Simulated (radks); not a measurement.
Isoelectronic series with 52 electrons, all held in the configuration [Kr] 4d10 5s2 5p4, which need not be the ground one along the series. Method: Dirac Kohn-Sham, LDA (Slater exchange, Perdew-Wang correlation), spin-unpolarised, spherical densities, finite nucleus; open shells fill j = l - 1/2 first; Fermi nuclear charge, rms radius of each element as measured or else 0.836 A^(1/3) + 0.57 fm; computed with a radial shooting solver on a logarithmic mesh with Libxc functionals. Total energies (hartree) and mean radii <r> (bohr):

ion    E (hartree)  5p3/2  5p1/2  5s1/2   4d5/2
Te     -6790.97774  2.716  2.580  2.080  0.9788
I+     -7112.61479  2.354  2.256  1.918  0.9264
Xe2+   -7442.82524  2.115  2.034  1.783  0.8802
Cs3+    -7781.6408  1.937  1.867  1.670  0.8389
Ba4+    -8129.0951  1.796  1.733  1.573  0.8019
La5+    -8485.2355  1.680  1.622  1.488  0.7684
Ce6+    -8850.1077  1.582  1.527  1.414  0.7379
Pr7+    -9223.7661  1.497  1.445  1.348  0.7099
Nd8+    -9606.2646  1.423  1.373  1.289  0.6843
Pm9+    -9997.6574  1.357  1.309  1.235  0.6605
Sm10+  -10397.9952  1.297  1.251  1.186  0.6385
Eu11+  -10807.3804  1.244  1.199  1.141  0.6180
Gd12+  -11225.8576  1.195  1.152  1.100  0.5989
